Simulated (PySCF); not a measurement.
CH3AlF2, SMILES [CH3][Al]([F])[F]. Atoms are numbered in the order given.

```xyz
7

Al     0.0495     0.0436     0.0000
C     -1.4748    -1.1416    -0.0463
H     -1.2507    -2.0349    -0.6529
H     -2.3665    -0.6526    -0.4672
H     -1.7199    -1.4964     0.9687
F     -0.0129     1.6070    -0.5575
F      1.5176    -0.4441     0.6052
```

Coordinates come from a B3LYP-D3(BJ)/def2-SVP optimisation. The isomer is the one that the SMILES or the coordinates give; other isomers of the formula were not compared.

Two levels are set side by side: PBE/pcJ-1 (PySCF) and PBE0/pcJ-1 (PySCF). One-bond couplings, all four terms, same geometry. Isotopes: 13C, 19F, 1H, 27Al. Differences are taken from unrounded values.

```csv
quantity,PBE0
"¹J(C2,H3) (Hz)",121.4
"¹J(C2,H4) (Hz)",127.0
"¹J(C2,H5) (Hz)",121.6
```

**Question.** What does PBE give, and how far is it from PBE0? (The exact figures need the calculation; the answer reports its results.)

**Answer.** 
```tsv
quantity	PBE	PBE minus PBE0
¹J(C2,H3) (Hz)	118.6	-2.8
¹J(C2,H4) (Hz)	124.1	-2.9
¹J(C2,H5) (Hz)	118.8	-2.8
```

Rough cost on one machine, each run with all the roots and properties that it gave: PBE0 against PBE about 3 times.
